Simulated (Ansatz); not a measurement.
Na₆Sb (the lowest doublet isomer of a short search), 7 atoms. Hardware: 4 threads of Intel Xeon 6975P-C on a shared host.

In the def2 sets Sb takes a core potential; there is no spin–orbit coupling. Correlated methods freeze 10 core orbitals; core or outer-core shells of Sb, Na are correlated, in sets that lack core-valence functions. In CCSD on the charge 0 doublet the largest single amplitude is 0.44, so its Hartree–Fock determinant may place the open shell otherwise than the density functionals do.

(1) How many basis functions does each of these Ansatz runs have, and roughly what does it cost? r2SCAN-D4/def2-TZVP, charge 0 doublet, energy, from earlier orbitals; PBE0-D4/def2-TZVPD, charge -1 singlet at the geometry of the charge 0 doublet, energy; PBE-D4/def2-TZVPD, charge -1 singlet at the geometry of the charge 0 doublet, energy, from earlier orbitals; MP2/def2-TZVP, charge 0 doublet, energy, from earlier orbitals; PBE-D4/def2-TZVP, charge 0 doublet, energy and forces, from earlier orbitals; LDA (SPW92)/def2-TZVPD, charge -1 triplet at the geometry of the charge 0 doublet, energy, from earlier orbitals; LC-ωPBE/def2-TZVP, charge 0 doublet, energy, from earlier orbitals; PBE0-D4/def2-SVP, charge 0 doublet, energy, from earlier orbitals; RPA@PBE/def2-TZVP, charge 0 doublet, energy, from earlier orbitals; PBE0-D4/def2-TZVP, charge 1 singlet at the geometry of the charge 0 doublet, energy; LC-ωPBE (ω = 0.10 bohr⁻¹)/def2-SVP, charge 1 singlet at the geometry of the charge 0 doublet, energy, from earlier orbitals; CCSD(T)/def2-SVP, charge 0 doublet, energy, from earlier orbitals.

## Answers

(1) Other jobs shared the machine, so times can vary by a factor of up to 3. A dash marks memory too small to be measured apart from the calling script's.

```
                                                                                                                        run  functions  fitting or Cholesky vectors  wall time  peak host memory (GiB)
LC-ωPBE (ω = 0.10 bohr⁻¹)/def2-SVP, charge 1 singlet at the geometry of the charge 0 doublet, energy, from earlier orbitals        116                         1366      2.6 s                       –
                PBE-D4/def2-TZVPD, charge -1 singlet at the geometry of the charge 0 doublet, energy, from earlier orbitals        266                         2321      4.6 s                    0.66
                                        PBE0-D4/def2-TZVP, charge 1 singlet at the geometry of the charge 0 doublet, energy        242                         2157        6 s                     1.2
                                               PBE-D4/def2-TZVP, charge 0 doublet, energy and forces, from earlier orbitals        242                         2045      8.5 s                       –
                                                          PBE0-D4/def2-SVP, charge 0 doublet, energy, from earlier orbitals        116                         1144      8.5 s                       –
                                      PBE0-D4/def2-TZVPD, charge -1 singlet at the geometry of the charge 0 doublet, energy        266                         2463      9.5 s                     1.5
           LDA (SPW92)/def2-TZVPD, charge -1 triplet at the geometry of the charge 0 doublet, energy, from earlier orbitals        266                         2321       16 s                     1.4
                                                         RPA@PBE/def2-TZVP, charge 0 doublet, energy, from earlier orbitals        242                         2189       19 s                     1.2
                                                             MP2/def2-TZVP, charge 0 doublet, energy, from earlier orbitals        242                         2189       21 s                     1.2
                                                         LC-ωPBE/def2-TZVP, charge 0 doublet, energy, from earlier orbitals        242                         2045       30 s                     1.8
                                                       r2SCAN-D4/def2-TZVP, charge 0 doublet, energy, from earlier orbitals        242                         2045       37 s                     1.3
                                                          CCSD(T)/def2-SVP, charge 0 doublet, energy, from earlier orbitals        116                         1144    1.8 min                     2.5
```
